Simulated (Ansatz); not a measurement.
Geometry optimisation, RKS PBE0/def2-SVP in Ansatz.

Input file:

```yaml
crystal:
  periodic: [false, false, false]
  atoms:
    - { symbol: C, position_ang: [-0.68324, -1.30552, 0.35636] }
    - { symbol: Sn, position_ang: [0.15289, 0.56887, -0.09406] }
    - { symbol: H, position_ang: [-0.6263, -1.88428, -0.58638] }
    - { symbol: H, position_ang: [0.04947, -1.80573, 1.02013] }
    - { symbol: H, position_ang: [0.45892, 1.5884, 1.36333] }
    - { symbol: H, position_ang: [1.86382, 0.46956, -0.65795] }
    - { symbol: H, position_ang: [-0.34789, 2.02141, -1.23593] }
total_charge: -1
basis:
  gaussian: { orbitals: def2-SVP }
hamiltonian:
  xc: pbe0
relax:
  f_tol: 0.015
  max_steps: 40
output:
  orbitals: {}
```

Run as:

```bash
$ ansatz run input.yaml --threads 1 --pin off --max-ram 2048MiB --backend cpu --events-out ev --progress --plain --runs-dir out
```

**Question.** Where does it end, and by what steps?

**Answer.** The forces met the threshold. The force dipped under the threshold on the way, but the program's further checks kept it going. Limits of this set-up: an anion without diffuse functions, the dipole of an ion depends on the origin. After 7 steps the energy has fallen by 0.408 eV; H7 moved furthest, 0.44 Å.

```
step  energy less start (eV)  largest force component (eV/Å)  accepted
   0                  0.0000                           1.234       yes
   1                 -0.2861                           0.414       yes
   2                 -0.3777                           0.228       yes
   3                 -0.3974                           0.388       yes
   4                 -0.4061                           0.198       yes
   5                 -0.4056                           0.064        no
   6                 -0.4080                           0.012       yes
   7                 -0.4081                           0.005       yes
```

```xyz
7
Properties=species:S:1:pos:R:3
C -0.714 -1.212 0.327
Sn 0.364 0.543 -0.056
H -0.749 -1.784 -0.628
H -0.104 -1.821 1.032
H 0.506 1.561 1.373
H 2.040 0.765 -0.694
H -0.474 1.599 -1.188
```

Whether the end is a true minimum wasn't checked by a vibrational analysis.

The run took 25 s on 1 thread of Intel(R) Xeon(R) Platinum 8259CL CPU @ 2.50GHz (Skylake/Cascade Lake) (shared host), peak memory 0.14 GiB.
